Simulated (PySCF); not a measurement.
C2H4ClGaO (SMILES C=[CH][Ga]([OH])[Cl]), singlet, geometry from GFN2-xTB (such geometries of metal compounds can be far from the true shape). Base run: PBE0/6-31G, polarisability in PySCF.

Input for PySCF:
```python
from pyscf import gto, scf, dft
from pyscf.prop import polarizability

mol = gto.M(
    atom='''
Ga    0.02219227    0.07685735    0.06866463
Cl   -1.90662975    0.40338270    0.85002594
C     0.63088170   -1.22943329   -1.33698694
C     1.90261351   -1.27980813   -1.69330353
H    -0.11751568   -1.87911690   -1.78168798
H     2.26364882   -1.96941739   -2.44497512
H     2.63642142   -0.62754985   -1.24259132
O     1.30339851    1.06697705    0.71235032
H     1.31403149    1.75563259    1.37315012
''',
    basis='6-31g',
    verbose=4,
)

mf = dft.RKS(mol)
mf.xc = 'pbe0'
mf.kernel()
alpha = mf.Polarizability().polarizability()[2, 2]
print('alpha_zz =', alpha)
```

Each row names what was changed in the base input (with any setting that the change needs).

```json
[
 {"change": "base", "alpha_zz (bohr³)": "46.41", "basis functions": "75", "core-seconds (rough)": "10"},
 {"change": "finite field (a.u.) = 0.005; conv_tol = 1e-11", "alpha_zz (bohr³)": "46.43", "basis functions": "75", "core-seconds (rough)": "10"},
 {"change": "basis = STO-3G", "alpha_zz (bohr³)": "32.45", "basis functions": "46", "core-seconds (rough)": "9"},
 {"change": "finite field (a.u.) = 0.001; conv_tol = 1e-11", "alpha_zz (bohr³)": "46.41", "basis functions": "75", "core-seconds (rough)": "10"},
 {"change": "functional = lda,vwn", "alpha_zz (bohr³)": "49.81", "basis functions": "75", "core-seconds (rough)": "8"},
 {"change": "basis = 6-31G*", "alpha_zz (bohr³)": "___", "basis functions": "___", "core-seconds (rough)": "20"},
 {"change": "finite field (a.u.) = 0.001; conv_tol = 1e-6", "alpha_zz (bohr³)": "46.34", "basis functions": "75", "core-seconds (rough)": "9"},
 {"change": "basis = def2-SVP", "alpha_zz (bohr³)": "49.53", "basis functions": "112", "core-seconds (rough)": "20"},
 {"change": "functional = pbe", "alpha_zz (bohr³)": "49.49", "basis functions": "75", "core-seconds (rough)": "10"},
 {"change": "functional = hf", "alpha_zz (bohr³)": "___", "basis functions": "75", "core-seconds (rough)": "1"},
 {"change": "finite field (a.u.) = 2e-4; conv_tol = 1e-11", "alpha_zz (bohr³)": "46.42", "basis functions": "75", "core-seconds (rough)": "10"},
 {"change": "functional = camb3lyp", "alpha_zz (bohr³)": "45.63", "basis functions": "75", "core-seconds (rough)": "30"}
]
```

Q: What belongs in the gaps?

A: 
- basis = 6-31G*, alpha_zz (bohr³): 50.49
- basis = 6-31G*, basis functions: 100
- functional = hf, alpha_zz (bohr³): 41.67

Finite-field rows take the second difference of the energy in a field along z; a small field with loose convergence shows SCF noise divided by the square of the field, and a large one adds hyperpolarisability.
